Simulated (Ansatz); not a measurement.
`O[Si](F)(Cl)Br` and `N[Si](O)(F)Br` differ in one atom or group.

Ansatz, PBE0-D4/def2-TZVP geometries, multiplicity 1. Each molecule was computed in one conformer, which needn't be the lowest.

Scalar relativity is left out up to krypton.

```csv
property,`O[Si](F)(Cl)Br`
LUMO energy (PBE0/def2-TZVPP) / eV,-0.10
LUMO energy (ωB97M-V/def2-TZVPP) / eV,1.68
size of the dipole moment (B3LYP/def2-TZVPP) / D,1.68
HOMO–LUMO gap (ωB97M-V/def2-TZVPP) / eV,12.90
HOMO energy (ωB97M-V/def2-TZVPP) / eV,-11.22
HOMO–LUMO gap (PBE/def2-TZVPP) / eV,6.58
```

(1) Give the same properties after the change, and the shifts. (Estimate.)

Results:

(1) Computed: 
| property | `N[Si](O)(F)Br` | shift |
| --- | --- | --- |
| LUMO energy (PBE0/def2-TZVPP) / eV | 0.29 | 0.39 |
| LUMO energy (ωB97M-V/def2-TZVPP) / eV | 1.80 | 0.12 |
| size of the dipole moment (B3LYP/def2-TZVPP) / D | 3.10 | 1.42 |
| HOMO–LUMO gap (ωB97M-V/def2-TZVPP) / eV | 12.15 | -0.75 |
| HOMO energy (ωB97M-V/def2-TZVPP) / eV | -10.36 | 0.86 |
| HOMO–LUMO gap (PBE/def2-TZVPP) / eV | 6.04 | -0.54 |

With PBE0 the HOMO rises by 0.94 eV and the LUMO rises by 0.39 eV, so the gap narrows by about 0.55 eV. PBE moves the HOMO by 1.01 eV and ωB97M-V by 0.86 eV. The zero-point energy changes by 65.8 kJ/mol with +6 modes. Dipoles are sizes alone; their direction can turn.

B3LYP here is the variant with VWN-RPA as its local correlation; programs differ in this.

Spin–orbit coupling is left out; it splits and shifts lone-pair levels of the heavy atoms by tenths of an eV.
